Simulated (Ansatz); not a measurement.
The cluster Ti2N2, relaxed as a triplet with UKS r2SCAN-D4/def2-SVP in Ansatz, starting from the r2SCAN-D4/def2-SVP geometry of the neutral singlet. Force threshold 0.02 eV/Å.

At PBE0-D4/def2-TZVP a broken-symmetry singlet of charge 0 lies 0.09 eV below the triplet, each at its own geometry. The structure comes from a short search, and lower isomers may exist.

Start:

```xyz
4

Ti    0.7869   -0.2049    0.9546
Ti   -0.7939    0.2067   -0.9483
N    -0.3062   -1.2045   -0.0062
N     0.3132    1.2028   -0.0001
```

(1) Estimate the energy that the relaxation releases and the steps that it takes.

(2) Does the start keep its bonding and symmetry?

(3) Predict the relaxed structure.

Answers

(1) 0.04 eV, in 4 steps; 30 s on 4 threads of Arm Neoverse V2 on a shared host. No frequencies were taken in this run, so the end may be a saddle point.

(2) By distances, no bond broke or formed. The bond that changes most is Ti1–N4, from 1.77 to 1.78 Å (atoms count from 1). Point group D2h at the start, D2h at the end, both within 0.05 Å.

(3) 
Cartesian coordinates in Å:
```
Ti 0.807 -0.210 0.972
Ti -0.808 0.210 -0.972
N -0.307 -1.194 -0.003
N 0.307 1.194 0.003
```
Bond lengths (bridged metal pairs left out): 4 × N–Ti 1.78 Å.
